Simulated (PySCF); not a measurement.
2-pyrimidin-2-yl-1,3,4-oxadiazole (C₆H₄N₄O), SMILES o1c(-c2ncccn2)nnc1.

Geometry optimised at ωB97X-D3(BJ)/def2-SVP. Other conformers were not sampled.

Two levels are set side by side: PBE/def2-SVP (PySCF) and HF/def2-SVP (PySCF). Same geometry, gas phase. Differences are taken from unrounded values.

```
quantity                        HF
---------------------------  -----
orbital gap (eV)             11.52
highest occupied level (eV)  -9.91
lowest empty level (eV)       1.61
dipole moment (D)             5.08
mean polarisability (bohr³)   80.8
```

### Question
What does PBE give, and how far is it from HF? (Estimate from the structure and the level; the computed values follow.)

### Answer

| quantity | PBE | PBE minus HF |
|---|---|---|
| orbital gap (eV) | 3.12 | -8.40 |
| highest occupied level (eV) | -5.96 | 3.95 |
| lowest empty level (eV) | -2.85 | -4.45 |
| dipole moment (D) | 4.46 | -0.63 |
| mean polarisability (bohr³) | 89.5 | 8.7 |

Without exact exchange PBE keeps part of each electron's self-repulsion, which lifts occupied levels and narrows the gap. Loosely held outer electrons make PBE densities more polarisable. Differences between two approximate levels are no errors against the true value.

Rough cost on one machine, each run with all the roots and properties that it gave: HF against PBE about 1/3.
